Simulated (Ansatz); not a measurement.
```yaml
crystal:
  periodic: [false, false, false]
  atoms:
    - {symbol: F, position_ang: [-1.577799, 0.461242, 1.568249]}
    - {symbol: C, position_ang: [-1.363894, -0.269625, 0.683184]}
    - {symbol: C, position_ang: [0.224452, -0.257945, 0.145571]}
    - {symbol: F, position_ang: [0.810106, -0.893582, 1.289371]}
    - {symbol: C, position_ang: [0.637161, 1.138436, 0.165841]}
    - {symbol: F, position_ang: [1.867022, 1.368388, -0.032644]}
    - {symbol: F, position_ang: [-0.251599, 2.135808, -0.406276]}
    - {symbol: C, position_ang: [0.651269, -1.014570, -1.121204]}
    - {symbol: F, position_ang: [0.033279, -0.151204, -2.027563]}
    - {symbol: F, position_ang: [1.856072, -1.131976, -1.078305]}
    - {symbol: F, position_ang: [0.006637, -2.114772, -1.004586]}
    - {symbol: H, position_ang: [-1.969090, 0.101730, -0.341188]}
    - {symbol: H, position_ang: [-1.824188, -1.324299, 0.766954]}
    - {symbol: H, position_ang: [0.422552, 1.538963, 1.344230]}
basis:
  gaussian: {orbitals: def2-mTZVPP}
magnetization: {spin_polarized: true, initial_magnetization: 0}
hamiltonian: {xc: {name: SPW92}}
accuracy: high
scf: {max_iter: 3}
```

```sh
$ ansatz run in.yaml --threads 4 --pin off --events-out ev --progress --plain --max-ram 41984MiB --backend cpu
```

It prints (some lines left out):

```
Error: invalid value for `basis.gaussian`: such a run doesn't read scf.max_iter; remove what it names
```

In this input the input holds a key that doesn't belong there. The program refused the input.
